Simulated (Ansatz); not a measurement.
Reactions of `[NH]=[Nb]([NH2])([NH2])[Cl]`.

Computed with Ansatz on PBE0-D4/def2-TZVP structures; ΔE is electronic, products minus reactants. CBS: MP2 limit from def2 TZ/QZ plus the TZ coupled-cluster correction, frozen cores. This one scheme is used for every species. Elements past krypton have def2 core potentials. For Nb outer-core shells are correlated without core-valence functions, which leaves a few kJ/mol of doubt a bond. One conformer a species, not always the lowest.

| reaction | CCSD(T)/CBS(def2) (kJ/mol) |
| --- | --- |
| `[NH]=[Nb]([NH2])([NH2])[Cl]` + H₂O → `[NH]=[Nb]([NH2])([NH2])[OH]` + HCl | 52 |
| `[NH]=[Nb]([NH2])([NH2])[Cl]` + H–F → `[NH]=[Nb]([NH2])([NH2])[F]` + HCl | 11 |
| `[NH]=[Nb]([NH2])([NH2])[Cl]` + H–F → `[NH]=[Nb]([NH2])([F])[Cl]` + NH₃ | -77 |
| `[NH]=[Nb]([NH2])([NH2])[Cl]` + NH₃ → `[NH]=[Nb]([NH2])([NH2])[NH2]` + HCl | 109 |
| `[NH]=[Nb]([NH2])([NH2])[Cl]` + HCl → `[NH]=[Nb]([NH2])([Cl])[Cl]` + NH₃ | ? |

**Question.** Fill in the missing values. (Estimate.)

**Answer.** Ansatz gave: `[NH]=[Nb]([NH2])([NH2])[Cl]` + HCl → `[NH]=[Nb]([NH2])([Cl])[Cl]` + NH₃: -84.9 kJ/mol.

Largest T1 diagnostic: 0.020, for `[NH]=[Nb]([NH2])([NH2])[F]`.
